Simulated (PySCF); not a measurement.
Si(Cl)2(GeH3)(OH) (Cl2GeH4OSi), SMILES [GeH3][Si](Cl)(Cl)O. Heavy atoms are numbered as in [OH:1][Si:2]([Cl:3])([Cl:4])[GeH3:5]. Hydrogens are named by the atom that carries them.

Geometry: ωB97X-D3(BJ)/def2-SVP. This is a generated structure with no PubChem entry under its InChIKey; it may be hypothetical. Other conformers were not sampled.

All values below come from PBE/pcSseg-1 in PySCF.

GIAO shieldings, no solvent; atoms alike by connectivity are averaged. δ = σ(ref) − σ: ¹⁷O against H2O (σ = 334.3 ppm); ²⁹Si against TMS (σ = 335.4 ppm); ³⁵Cl against HCl (σ = 936.5 ppm); ⁷³Ge against GeH4 (σ = 1614.4 ppm); ¹H against TMS (σ = 31.49 ppm), references at their B3LYP-D3(BJ)/def2-TZVP geometries, non-relativistic (without spin–orbit terms, shifts of atoms bonded to Cl or Br come out too high).

```json
[
 {"atoms": "O1 (OH)", "nucleus": "¹⁷O", "count": "1", "δ (ppm)": "114.5"},
 {"atoms": "Si2", "nucleus": "²⁹Si", "count": "1", "δ (ppm)": "(withheld)"},
 {"atoms": "Cl3", "nucleus": "³⁵Cl", "count": "2", "δ (ppm)": "(withheld)"},
 {"atoms": "Ge5 (GeH3)", "nucleus": "⁷³Ge", "count": "1", "δ (ppm)": "3.5"},
 {"atoms": "H on Ge5", "nucleus": "¹H", "count": "3", "δ (ppm)": "(withheld)"},
 {"atoms": "H on O1", "nucleus": "¹H", "count": "1", "δ (ppm)": "3.10"}
]
```

Task: Some entries are withheld; supply them. (An estimate is asked for; the answer gives what the named calculation found.)

Result: 
- Si2, δ (ppm): 21.1
- H on Ge5, δ (ppm): 3.94
- Cl3, δ (ppm): 188.9
